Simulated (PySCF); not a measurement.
Run record: excited-state job, `[H][Ga]([H])[N]=C=S`.

Computed with TDDFT CAM-B3LYP/def2-SVPD, vertical, gas phase, core orbitals frozen in the response (PySCF 2.14.0, density-fitted response routines). Geometry: PBE0-D3(BJ)/def2-SVP. The input is one job of a driver script: a line of settings, then coordinates in Å.

Input:
```
{"job": {"kind": "uv", "xc": "CAM-B3LYP", "basis": "def2-SVPD", "ip": false, "nstates": 15}, "charge": 0, "multiplicity": 1}
Ga     0.679243     1.184460     0.001257
H      2.226397     1.035147     0.044218
H     -0.212807     2.457164    -0.037834
N     -0.247217    -0.406655    -0.014325
C     -0.834577    -1.447228    -0.003204
S     -1.611039    -2.822878     0.009878
```

Problem. Give the output.

Solution. 
```
coarse grid: 28976 points
cycle   1  E = -2416.6995801038  dE = -7.745e-02  |g| = 6.069e-01  |ddm| = 3.973e+00
cycle   2  E = -2416.6800986507  dE =  1.948e-02  |g| = 7.403e-01  |ddm| = 1.889e+00
cycle   3  E = -2416.7626144583  dE = -8.252e-02  |g| = 6.189e-02  |ddm| = 9.233e-01
cycle   4  E = -2416.7632646280  dE = -6.502e-04  |g| = 4.190e-02  |ddm| = 1.471e-01
cycle   5  E = -2416.7635828641  dE = -3.182e-04  |g| = 8.997e-03  |ddm| = 4.358e-02
cycle   6  E = -2416.7635998388  dE = -1.697e-05  |g| = 4.141e-03  |ddm| = 1.549e-02
cycle   7  E = -2416.7636051488  dE = -5.310e-06  |g| = 8.330e-04  |ddm| = 5.847e-03
final grid: 57984 points
cycle   8  E = -2416.7636131439  dE = -1.032e-07  |g| = 9.798e-04  |ddm| = 2.929e-03
cycle   9  E = -2416.7636128287  dE =  3.153e-07  |g| = 1.508e-03  |ddm| = 2.836e-03
cycle  10  E = -2416.7636134534  dE = -6.247e-07  |g| = 1.816e-04  |ddm| = 1.656e-03
cycle  11  E = -2416.7636134626  dE = -9.228e-09  |g| = 5.945e-05  |ddm| = 1.987e-04
cycle  12  E = -2416.7636134670  dE = -4.352e-09  |g| = 3.740e-05  |ddm| = 1.868e-04
cycle  13  E = -2416.7636134679  dE = -9.954e-10  |g| = 3.470e-06  |ddm| = 1.065e-04
converged SCF energy = -2416.7636134679

Static polarisability (au): isotropic 74.329, principal 46.839 55.730 120.419

Singlet excitations
state   eV       nm        f      main configurations
  1   3.9180    316.4   0.00000   H->L 0.89, H->L+5 0.08
  2   4.5893    270.2   0.12512   H-1->L 0.80, H->L+2 0.11
  3   5.4411    227.9   0.00000   H-1->L+2 0.79, H-1->L+3 0.10
  4   5.7710    214.8   0.00000   H-2->L 0.73, H->L+5 0.19
  5   6.0724    204.2   0.35341   H->L+2 0.48, H-1->L+5 0.23, H-1->L 0.17
  6   6.3801    194.3   0.00092   H->L+5 0.60, H-2->L 0.20
  7   6.4152    193.3   0.01927   H->L+1 0.50, H->L+3 0.25
  8   6.5997    187.9   0.00734   H-1->L+1 0.51, H-1->L+3 0.28
  9   7.0650    175.5   0.03265   H->L+3 0.53, H->L+1 0.31
 10   7.2420    171.2   0.00070   H-1->L+3 0.50, H-1->L+1 0.30
 11   7.4841    165.7   0.02729   H->L+6 0.82
 12   7.6142    162.8   0.68925   H-1->L+5 0.53, H->L+2 0.21, H->L+9 0.16
 13   7.6736    161.6   0.00092   H->L+4 0.84
 14   7.6771    161.5   0.01892   H-1->L+6 0.82
 15   7.9559    155.8   0.00022   H-1->L+4 0.83, H-1->L+1 0.09

Triplet excitations (Tamm-Dancoff, eV): 3.7869 3.8312 4.7223 5.1569
```

The SCF starts on a coarse grid where the log names one; the energy can jump when the final grid takes over, and dE then counts from the start density on the new grid. H and L stand for HOMO and LUMO; the number after each pair is its weight.

Problem. Which computed singlet has the largest oscillator strength, and what do all of them sum to?

Solution. State 12 at 7.61 eV (163 nm), f = 0.689; the 15 states sum to 1.276.

Summary of the converged run: HOMO -8.40 eV, LUMO -1.42 eV; lowest singlet 3.92 eV; lowest triplet 3.79 eV (Tamm–Dancoff); mean polarisability 74.3 au.

 Relativistic effects, spin–orbit coupling among them, are left out although an element past zinc is present.

On one thread, Arm Neoverse N1, shared host, this took 18 s of wall time.
Labels such as C1 count atoms from 1, the log's own numbers from 0.
